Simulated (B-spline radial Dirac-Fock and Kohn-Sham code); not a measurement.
**Subshell photoionisation cross sections of Cd⁶⁺ against photon energy**

System: Cd⁶⁺, 1s2 2s2 2p6 3s2 3p6 3d10 4s2 4p6 4d6.

Method: Dirac-Hartree-Slater photoionisation with all multipoles and Dirac-Fock thresholds. Computed with an atomic code on a B-spline grid. Values are in kb per electron; a dash marks an energy below the computed threshold. Values for outer subshells far above threshold carry numerical ripple of a few per cent.

```
hν (eV)       2s        3s     3d5/2        4s     4p1/2
    269        –         –         –      70.8      56.5
    400        –         –         –      42.1      39.7
    600        –         –       266      23.2      24.7
    605        –         –       262      22.9      24.4
    617        –         –       252      22.2      23.8
   1000        –      38.7      81.5      10.1      11.4
   2000        –      13.4      11.2      2.97      3.21
   3970        –      3.87      1.18     0.819     0.726
   5690     9.09      1.91     0.329     0.399     0.303
  12000     2.07     0.396    0.0191    0.0816    0.0406
  25100    0.382    0.0716  0.000928    0.0147   0.00446
 150000  0.00329  0.000623  4.63e-07  0.000128  1.27e-05
 164000  0.00256  0.000484  3.22e-07  9.97e-05  9.47e-06
```

At 164000 eV the multipoles beyond E1 give 36.3 % of 2s, 36.5 % of 3s, 70.5 % of 3d5/2, 36.5 % of 4s, 52.0 % of 4p1/2.
